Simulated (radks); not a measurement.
Exchange energies: the exact (Fock) value of the Kohn-Sham orbitals and density-functional approximations, in hartree. Species: Cs+ [Xe]; Hg+ [Xe] 4f14 5d10 6s1. Method: non-relativistic Kohn-Sham, PBE, spin-polarised, spherical densities, point nucleus; computed with a radial shooting solver on a logarithmic mesh with Libxc functionals. Every spin shell is full or empty, so the densities are truly spherical. Functionals are evaluated on that one density, not self-consistently.

functional	Cs+	Hg+
exact	-183.955	-344.931
LDA	-175.32	-331.88
B88	-183.97	-345.21
PBE	-183.15	-343.80
PBEsol	-179.89	-338.79
revPBE	-183.38	-344.10
PW91	-183.91	-345.14
OPTX	-186.35	-351.54
EV93	-183.25	-343.22
APBE	-184.45	-345.83
revTPSS	-182.22	-341.88
SCAN	-184.21	-345.16
MS2	-182.81	-342.68
TASK	-179.91	-338.70
MVS	-184.05	-345.24
